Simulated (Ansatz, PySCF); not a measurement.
The pair A = CH4 (SMILES C) (first 5 atoms), B = ClH3Si (SMILES [SiH3]Cl); geometry from B3LYP-D3(BJ)/def2-TZVP.
(charge 0, multiplicity 1):
| atom | x (Å) | y (Å) | z (Å) |
|---|---|---|---|
| C | 0.1990 | 0.1394 | 0.0720 |
| H | 0.3435 | 0.5629 | -0.9209 |
| H | 0.3408 | 0.9155 | 0.8224 |
| H | -0.8105 | -0.2623 | 0.1500 |
| H | 0.9221 | -0.6593 | 0.2329 |
| Si | -0.1951 | -0.8746 | 3.7191 |
| Cl | 0.2463 | 1.1315 | 3.9524 |
| H | 0.9367 | -1.5279 | 3.0354 |
| H | -1.4260 | -0.9944 | 2.9155 |
| H | -0.3954 | -1.4605 | 5.0590 |

Cores are frozen in the correlated methods. CBS: X⁻³ extrapolation of the correlation energy, Hartree–Fock from the larger set. MP2 and its Hartree–Fock in aug-cc-pV(T+d)Z are density fitted.

Programs: Ansatz (Gaussian basis) for Hartree–Fock, density functionals and correlated methods; PySCF for the dispersion terms. Each number belongs to the level named beside it.

The monomers are drawn apart, rigid, along the line of their centres of mass. Counterpoise-corrected interaction energies (kcal/mol):

```json
[
 {"level": "PBE-D3(BJ)/def2-TZVPPD", "R = 5.295 Å": "-0.3396", "R = 6.818 Å": "-0.0611"},
 {"level": "wB97M-V/def2-TZVPPD", "R = 5.295 Å": "-0.2564", "R = 6.818 Å": "-0.0526"},
 {"level": "MP2/CBS(aug-cc-pV(D+d)Z, aug-cc-pV(T+d)Z) + ΔCCSD(T)/aug-cc-pV(D+d)Z", "R = 5.295 Å": "-0.2479", "R = 6.818 Å": "-0.0512"}
]
```

Q: R is the distance of the centres of mass. Find the local exponent m of E ∝ R⁻ᵐ between the two points.

A: 
m = ln(E₁/E₂)/ln(R₂/R₁): PBE-D3(BJ)/def2-TZVPPD 6.8; wB97M-V/def2-TZVPPD 6.3; MP2/CBS(aug-cc-pV(D+d)Z, aug-cc-pV(T+d)Z) + ΔCCSD(T)/aug-cc-pV(D+d)Z 6.2. For scale, two fixed dipoles give m = 3, dipole and quadrupole 4, quadrupoles 5, and dispersion or dipole-induced dipole 6 at long range; at these distances several terms mix, and what is left of overlap and damping shifts m, so it need not match one of them.

Ansatz is a first-principles code.
